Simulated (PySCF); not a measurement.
CdS⁺: input and log

State: ²Π (doublet), unpaired electrons π ↑.

An equivalent input (the run itself took its basis sets from the Basis Set Exchange, started from a PBE0 density and held the occupation σ 8α 8β, πx 4α 3β, πy 4α 4β, δx 1α 1β, δy 1α 1β):

```python
from pyscf import gto, dft
mol = gto.M(atom='Cd 0 0 0; S 0 0 2.36', basis={'Cd': 'def2-SVP', 'S': 'def2-SVP'}, ecp={'Cd': 'def2-SVP'},
            charge=1, spin=1, verbose=4, symmetry='C2v')
mf = dft.UKS(mol, xc='HYB_MGGA_XC_R2SCAN0')
mf.grids.atom_grid = (80, 434)
mf.grids.prune = dft.gen_grid.treutler_prune
mf.irrep_nelec = {'A1': (9, 9), 'A2': (1, 1), 'B1': (4, 3), 'B2': (4, 4)}
mf.conv_tol = 1e-9
mf.max_cycle = 60
mf.diis_space = 10
mf.kernel()
```

The log (some set-up lines and the per-cycle HOMO/LUMO lines removed):

```
******** <class 'pyscf.dft.uks_symm.SymAdaptedUKS'> ********
method = SymAdaptedUKS
damping factor = 0
level_shift factor = 0
DIIS = <class 'pyscf.scf.diis.CDIIS'>
diis_start_cycle = 1
diis_space = 10
diis_damp = 0
SCF conv_tol = 1e-09
SCF conv_tol_grad = None
SCF max_cycles = 60
number electrons alpha = 18  beta = 17
Set gradient conv threshold to 3.16228e-05
init E= -565.442750040267
cycle= 1 E= -565.443284902192  delta_E= -0.000535  |g|= 0.0138  |ddm|= 0.0582
cycle= 2 E= -565.44332120044  delta_E= -3.63e-05  |g|= 0.00983  |ddm|= 0.0225
cycle= 3 E= -565.443357664779  delta_E= -3.65e-05  |g|= 0.000591  |ddm|= 0.00963
cycle= 4 E= -565.443357912896  delta_E= -2.48e-07  |g|= 0.000364  |ddm|= 0.0013
cycle= 5 E= -565.443357998764  delta_E= -8.59e-08  |g|= 0.000147  |ddm|= 0.000786
cycle= 6 E= -565.443358025795  delta_E= -2.7e-08  |g|= 7.69e-05  |ddm|= 0.000496
cycle= 7 E= -565.443358042452  delta_E= -1.67e-08  |g|= 3.13e-05  |ddm|= 0.000396
cycle= 8 E= -565.443358049208  delta_E= -6.76e-09  |g|= 1.89e-05  |ddm|= 0.000301
cycle= 9 E= -565.44335805329  delta_E= -4.08e-09  |g|= 6.35e-06  |ddm|= 0.000364
cycle= 10 E= -565.443358053694  delta_E= -4.04e-10  |g|= 1.22e-06  |ddm|= 0.000152
Extra cycle  E= -565.443358053693  delta_E= 1.25e-12  |g|= 1.9e-06  |ddm|= 6.19e-06
converged SCF energy = -565.443358053693  <S^2> = 0.7652165  2S+1 = 2.015159
```

Repeating this along the bond gives Re = 2.340 Å and ωe = 348 cm⁻¹.

A point of this curve took 1.1 CPU seconds beside 0.098 for the integrals, on Arm Neoverse V1 (shared host).

Spin–orbit coupling is left out. The state was picked by a PBE0 search and need not be the measured ground state.
